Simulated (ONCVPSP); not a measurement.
**Ranking ONCV potentials for zirconium**

All share these settings but for the change named:

```json
{
  "Element": "zirconium (Zr)",
  "Generator": "ONCVPSP 4.0.1",
  "Type": "optimised norm-conserving Vanderbilt (ONCV)",
  "Functional": "PBEsol",
  "Relativity": "scalar-relativistic",
  "Frozen core": "[Ar] 3d10",
  "Valence charge": "12",
  "Reference configuration": "4s2 4p6 4d2 5s2",
  "Partial waves": "4s+5s: rc 1.90 bohr, ncon 4, nbas 8, qcut 5 1/bohr, 3 projectors, debl 1.5 Ha; 4p: rc 2.00 bohr, ncon 5, nbas 9, qcut 6.8 1/bohr, 3 projectors, debl 0.5 Ha; 4d: rc 2.40 bohr, ncon 5, nbas 9, qcut 6.8 1/bohr, 2 projectors, debl 1.2 Ha",
  "Local potential": "polynomial inside 1.20 bohr (lpopt 4, dvloc0 -1 Ha)",
  "Core correction": "Teter function, fcfact 5.75, rcfact 1.25"
}
```

In the p channel the program set the typed energies aside and used -1.192, 0.250, 0.750 Ha.

Cutoff: the first of the cutoffs (Ha) at which the residual kinetic energy of the hardest occupied pseudo-wave falls to 1 and 0.1 mHa per electron; the density cutoff is not measured.

The base gives 14 Ha.

Of 8 variants that were run, those that failed, showed a ghost or another fault, or gave nearly equal values are left out.

A variant can come out equal or close to the base.

(1) Rank these variants from softest to hardest (loose cutoff).
A. d: rc 3.3
B. d: rc 2.48
C. d: rc 1.98
D. d: rc 2.92

Answers

(1) A (10 Ha), D (12 Ha), B (14 Ha), C (15 Ha).
